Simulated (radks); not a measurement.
Radial electron density D(r) = 4 pi r^2 rho(r) of an atom or ion with 36 electrons. Calculated with a radial shooting solver on a logarithmic mesh with Libxc functionals: non-relativistic Kohn-Sham, LB94 model potential, spin-polarised, spherical densities, point nucleus.

| r (bohr) | D(r) (e/bohr) |
|---|---|
| 0.001547 | 1.366 |
| 0.001759 | 1.734 |
| 0.001999 | 2.195 |
| 0.002272 | 2.772 |
| 0.002582 | 3.488 |
| 0.002935 | 4.374 |
| 0.003336 | 5.464 |
| 0.003791 | 6.793 |
| 0.004309 | 8.402 |
| 0.004897 | 10.33 |
| 0.005566 | 12.62 |
| 0.006326 | 15.30 |
| 0.00719 | 18.38 |
| 0.008171 | 21.87 |
| 0.009213 | 25.49 |
| 0.01047 | 29.65 |
| 0.0119 | 34.02 |
| 0.01353 | 38.41 |
| 0.01537 | 42.62 |
| 0.01747 | 46.37 |
| 0.01986 | 49.39 |
| 0.02257 | 51.40 |
| 0.02565 | 52.22 |
| 0.02916 | 51.81 |
| 0.03314 | 50.34 |
| 0.03766 | 48.23 |
| 0.0428 | 46.11 |
| 0.04865 | 44.78 |
| 0.05529 | 44.97 |
| 0.06284 | 47.13 |
| 0.07142 | 51.18 |
| 0.08118 | 56.36 |
| 0.09226 | 61.35 |
| 0.1049 | 64.53 |
| 0.1192 | 64.58 |
| 0.1355 | 61.07 |
| 0.154 | 54.83 |
| 0.175 | 47.88 |
| 0.1989 | 42.67 |
| 0.226 | 40.98 |
| 0.2569 | 42.91 |
| 0.292 | 46.68 |
| 0.3318 | 49.38 |
| 0.3771 | 48.47 |
| 0.4286 | 43.06 |
| 0.4872 | 34.32 |
| 0.5493 | 25.40 |
| 0.6243 | 17.57 |
| 0.7096 | 12.82 |
| 0.8064 | 10.90 |
| 0.9166 | 10.43 |
| 1.042 | 9.914 |
| 1.184 | 8.565 |
| 1.346 | 6.449 |
| 1.529 | 4.146 |
| 1.738 | 2.239 |
| 1.976 | 0.9991 |
| 2.245 | 0.3606 |
| 2.552 | 0.1028 |
| 2.9 | 0.02252 |
| 3.297 | 0.003669 |
| 3.747 | 0.0004287 |

What is the nuclear charge?

Answer. Z = 42. The innermost maximum, from 1s, lies near 1/Z = 0.0238 bohr (found: 0.0263), and its height grows with Z. The density is that of the molybdenum ion Mo6+ in [Kr]; the configuration itself is not fixed sharply by these data, and Z only to a few units. D(r) has 3 maxima, at r = 0.0263, 0.112, 0.345 bohr, and minima at 0.0510, 0.224 bohr, inside which lie 2.04, 11.20 electrons.
